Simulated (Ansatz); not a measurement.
C₄H₉ (SMILES [CH2]CCC), doublet, geometry from GFN2-xTB; MP2/6-311G** in Ansatz (a first-principles code).

Here is a job for Ansatz.
Ansatz 0.2 input:
```yaml
crystal:
  periodic: [false, false, false]
  atoms:
    - {symbol: C, position_ang: [1.92236903, 0.44432928, 0.10233167]}
    - {symbol: C, position_ang: [0.53467094, 0.50136917, -0.37871364]}
    - {symbol: C, position_ang: [-0.38979517, -0.47409389, 0.39311958]}
    - {symbol: C, position_ang: [-1.82234980, -0.40351945, -0.11607542]}
    - {symbol: H, position_ang: [2.59764591, -0.30104785, -0.27089720]}
    - {symbol: H, position_ang: [2.22706318, 1.01997872, 0.95478395]}
    - {symbol: H, position_ang: [0.13001771, 1.50944276, -0.25395008]}
    - {symbol: H, position_ang: [0.48794411, 0.23353260, -1.43777111]}
    - {symbol: H, position_ang: [-0.00533586, -1.48928432, 0.27881208]}
    - {symbol: H, position_ang: [-0.36087593, -0.22188073, 1.45474050]}
    - {symbol: H, position_ang: [-2.45553546, -1.09415744, 0.43684445]}
    - {symbol: H, position_ang: [-2.22283514, 0.60086320, 0.00442599]}
    - {symbol: H, position_ang: [-1.86745855, -0.66595757, -1.17096169]}
basis:
  gaussian:
    orbitals: 6-311G__.json
magnetization: {spin_polarized: true, initial_magnetization: 1}
correlation: {method: mp2}
```
The basis file holds 6-311G** in the JSON format of the Basis Set Exchange.

**Question.** What does Ansatz print? Leave out banner, timings and long lists.

**Answer.** 
```
Functional definition: HF
1012 factors; integrals over basis functions are off by at most 1.3e-3 eV
mean field evaluation 1: about -4261.0814 eV, gradient 2.2e1 eV
mean field evaluation 2: about -4261.0857 eV, gradient 2.2e1 eV
mean field evaluation 4: about -4264.1241 eV, gradient 2.7e0 eV
mean field evaluation 8: about -4264.1952 eV, gradient 1.4e-1 eV
mean field -4264.19564275 eV, -156.7062994954 hartree, gradient 1.5e-6 eV, S^2 0.762773; 0 other end points of the search recorded, 0 dependent functions left out
4 core orbitals not correlated
reference -4264.19564275 eV, -156.7062994954 hartree; 13, 12 occupied and 109, 110 virtual orbitals, 1012 factors
second order -15.92742354 eV of doubles, -0.00000000 eV of singles
Total energy: -4280.12306629 eV, -157.2916215146 hartree
```
